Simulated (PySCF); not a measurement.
## Molecular orbitals of KB⁺

PBE0 at R = 3.380 Å; K aug-pcseg-1, B aug-pcseg-1; no relativity (PySCF 2.14). State: ²Π (doublet), unpaired electrons π ↑, a second solution, started from another occupation. Only the outer orbitals are listed, counted within each symmetry.

```tsv
spin	orbital	occ.	ε (eV)	on K (%)	main shells (%)
α	5σ	1	-44.29	100	100 K s
α	6σ	1	-26.88	100	100 K p
α	2π	1	-26.87	100	100 K p
α	2π	1	-26.86	100	100 K p
α	7σ	1	-15.42	1	99 B s
α	3π	1	-9.53	1	99 B p
α	8σ	0	-7.09	10	87 B p
α	3π	0	-6.64	3	97 B p
α	9σ	0	-5.02	93	88 K s
β	5σ	1	-44.29	100	100 K s
β	6σ	1	-26.88	100	100 K p
β	2π	1	-26.87	100	100 K p
β	2π	1	-26.86	100	100 K p
β	7σ	1	-14.13	2	97 B s
β	8σ	0	-6.75	16	82 B p, 12 K s
β	3π	0	-6.30	3	96 B p
β	3π	0	-5.24	9	90 B p
```

Which are the highest filled and the lowest empty level, where do they sit, and how wide is the gap?

Highest filled α 3π at -9.53 eV (in %: 99 B p); lowest empty α 8σ at -7.09 eV (in %: 87 B p); the gap at PBE0 is 2.44 eV.

The bond order (Mayer) is 0.07 and the ⟨S²⟩ is 0.754. The charge on K (Mulliken, basis-dependent) is 0.98 and the charge on K (Löwdin, basis-dependent) is 0.86. The dipole moment (positive dipole points towards B; it is taken about the centre of mass and depends on that origin) is -2.33 D.
